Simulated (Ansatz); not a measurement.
CH₂BFN₂, SMILES `FB1N=CN1`. Charge 0, multiplicity 1. The structure was optimised at the PBE0-D4/def2-TZVP level.

```xyz
7

F    -0.630    2.116    0.145
B    -0.321    0.859    0.304
N    -1.072   -0.322    0.780
C    -0.121   -0.905    0.130
N     0.855    0.081   -0.147
H    -0.044   -1.950   -0.176
H     1.333    0.121   -1.037
```

(1) What is the dipole moment at PBE/def2-TZVPP? (Best estimate.)

(2) And with r2SCAN, B3LYP, ωB97M-V? (Best estimate.)

(3) Give the Mulliken charges with PBE, r2SCAN, ωB97M-V in def2-TZVPP. (Best estimate.)

## Answers

(1) Computed: 3.16 D, with components (2.03, -0.93, -2.24) D in this frame, pointing from negative to positive charge.

(2) Computed: r2SCAN 3.25 D, B3LYP 3.26 D, ωB97M-V 3.28 D.

(3) The calculation gave: 
| atom | PBE | r2SCAN | ωB97M-V |
| --- | --- | --- | --- |
| F1 | -0.19 | -0.25 | -0.23 |
| B2 | 0.35 | 0.47 | 0.43 |
| N3 | -0.28 | -0.38 | -0.33 |
| C4 | 0.12 | 0.24 | 0.18 |
| N5 | -0.28 | -0.33 | -0.30 |
| H6 | 0.12 | 0.10 | 0.14 |
| H7 | 0.16 | 0.15 | 0.13 |

B3LYP here is the variant with VWN-RPA as its local correlation; programs differ in this.
